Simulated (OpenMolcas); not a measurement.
# Tc: effect of correlating more closed shells

```
Program             : OpenMolcas 26.06
Basis               : ANO-RCC-VTZP [7s6p4d2f1g]
Scalar Hamiltonian  : DKH2, point nucleus
Active space        : 7 electrons in 6 orbitals (4d 5s)
State averaging     : 2S+1 = 6 even, 6 roots; 2S+1 = 4 even, 64 roots kept (CI in the orbitals of an earlier block); 2S+1 = 2 even, 83 roots kept (CI in the orbitals of an earlier block)
Spin-orbit coupling : state interaction with AMFI integrals over the reference wave functions, term energies averaged over their components
```

Methods on the same reference wave functions:
A. CASSCF
B. MS-CASPT2, IPEA 0.25 Eh, imaginary shift 0.1 Eh (closed shells correlated: none)
C. MS-CASPT2, IPEA 0.25 Eh, imaginary shift 0.1 Eh (closed shells correlated: 4s 4p)

Energies in cm-1 above 4d5 5s2 6S 5/2, the measured ground level; measured values from NIST Handbook of Basic Atomic Spectroscopic Data.

```json
{"Level": "4d6 5s 6D 9/2", "A": "-1261", "B": "6200", "C": "6900", "Measured": "2573"}
{"Level": "4d6 5s 6D 7/2", "A": "-554", "B": "6910", "C": "7610", "Measured": "3251"}
{"Level": "4d6 5s 6D 5/2", "A": "-54.3", "B": "7400", "C": "8100", "Measured": "3701"}
{"Level": "4d5 5s2 6S 5/2", "A": "0.0", "B": "0.0", "C": "0.0", "Measured": "0.0"}
{"Level": "4d6 5s 6D 3/2", "A": "290", "B": "7740", "C": "8440", "Measured": "4003"}
{"Level": "4d6 5s 6D 1/2", "A": "492", "B": "7940", "C": "8640", "Measured": "4179"}
{"Level": "4d6 5s 4D 7/2(1)", "A": "10704", "B": "13220", "C": "14200", "Measured": ""}
{"Level": "4d6 5s 4D 5/2(1)", "A": "11418", "B": "13950", "C": "14890", "Measured": ""}
{"Level": "4d6 5s 4D 3/2(1)", "A": "11973", "B": "14470", "C": "15420", "Measured": ""}
{"Level": "4d6 5s 4D 1/2(1)", "A": "12301", "B": "14790", "C": "15740", "Measured": ""}
{"Level": "4d6 5s 4P 5/2", "A": "14783", "B": "18050", "C": "18220", "Measured": ""}
{"Level": "4d6 5s 4P 3/2", "A": "16127", "B": "19080", "C": "19060", "Measured": ""}
{"Level": "4d6 5s 4H 13/2", "A": "16190", "B": "22450", "C": "22210", "Measured": ""}
{"Level": "4d6 5s 4H 11/2", "A": "16265", "B": "22820", "C": "22490", "Measured": ""}
{"Level": "4d6 5s 4H 7/2 [73 %]", "A": "16618", "B": "23040", "C": "22780", "Measured": ""}
{"Level": "4d6 5s 4P 1/2", "A": "16847", "B": "19610", "C": "19510", "Measured": ""}
{"Level": "4d6 5s 4G 11/2", "A": "17873", "B": "21090", "C": "19690", "Measured": ""}
{"Level": "4d6 5s 4F 3/2(1) [71 %]", "A": "18086", "B": "21330", "C": "21230", "Measured": ""}
{"Level": "4d6 5s 4D 1/2(2)", "A": "22801", "B": "24760", "C": "23950", "Measured": ""}
{"Level": "4d6 5s 4D 7/2(2) [67 %]", "A": "23042", "B": "25020", "C": "24090", "Measured": ""}
{"Level": "4d6 5s 2H 11/2 [73 %]", "A": "23321", "B": "27450", "C": "27370", "Measured": ""}
{"Level": "4d5 5s2 4G 9/2 [53 %]", "A": "24330", "B": "26890", "C": "26740", "Measured": ""}
{"Level": "4d5 5s2 4G 11/2 [65 %]", "A": "24354", "B": "26120", "C": "25850", "Measured": ""}
{"Level": "4d6 5s 2G 7/2(1)", "A": "26285", "B": "29480", "C": "29660", "Measured": ""}
```

A puts 4d6 5s 6D 9/2 lowest.

Deviations, from unrounded energies. A percentage is the sum of absolute deviations over the sum of measured energies, with the sign that they share, or ± where signs differ.

```tsv
Against measurement	Levels	A	B	C
mean absolute deviation (cm-1)	5	3800	3700	4400
other configurations (%)	5	-106.1	+104.4	+124.2
```

A, B lie about equally close to measurement and C furthest from it. The largest miss of B in the table is 4d6 5s 6D 1/2, by +3800 cm-1. The ranking rests on the paired levels alone, and a cruder setting can come out closer through cancelling errors.

Between B and C the level of the table that moves most is 4d6 5s 4G 11/2, by 1400 cm-1 (lowest in C, highest in B). Moves below CASPT2's spread within the term are not significant.

The mean deviations of B to C differ by less than CASPT2's widest spread within a term (740 cm-1), so their order carries little weight.

The lowest spin-free term lies below A's lowest term by 0.175 hartree in B, 0.495 hartree in C.

What an inner shell adds also hangs on whether the basis holds functions to correlate it.

CASPT2 breaks the degeneracy within a term, and the mean is taken; among the terms shown or strongly mixed into the levels shown the widest spread is 740 cm-1 (4d6 5s 4G, C). Over all roots computed the reference weight is 0.88 to 0.95 in B, 0.84 to 0.90 in C; the roots of lowest weight are the least certain, and an intruder state may touch them. Terms from blocks run as CI alone lack orbitals of their own. Configurations are named by rounded mean occupations; where the s occupation lies near a half they are strongly mixed, a name can repeat and a true partner stay unpaired. A single d shell beside an s shell can misplace configurations of different d count against each other. The CASPT2 spread within a term exceeds the gap to the next term for 4d6 5s 4F(1) and 4d6 5s 4G, 4d5 5s2 4G and 4d6 5s 4F(2), so the order of their levels is uncertain, and so are names and mixing where such terms share a J (figures for B; the like holds for C). Without dynamic correlation excited terms often stand tens of per cent too high (terms of higher spin than the ground term too low), and those without a measured partner can miss by more than the paired ones (holds for A). The lowest computed level is not the ground level that NIST lists (6S5/2) (holds for A). Blocks of more than 70 roots (2S+1 = 2 even) ran without multistate coupling (holds for B; C). Computed and measured levels are paired by configuration, term and J; levels that our copy of the source lacks, or whose pairing is in doubt (as where it misses far off the trend of its configuration), stay unpaired and out of the deviations. Only configurations of the active space appear. Levels that lie high or do not pair safely by name in every column are left out.

A share in square brackets marks a mixed level and gives the weight of the term that names it, the lowest over the columns. A number in round brackets counts repeated terms of one configuration in the order of the reference energies.
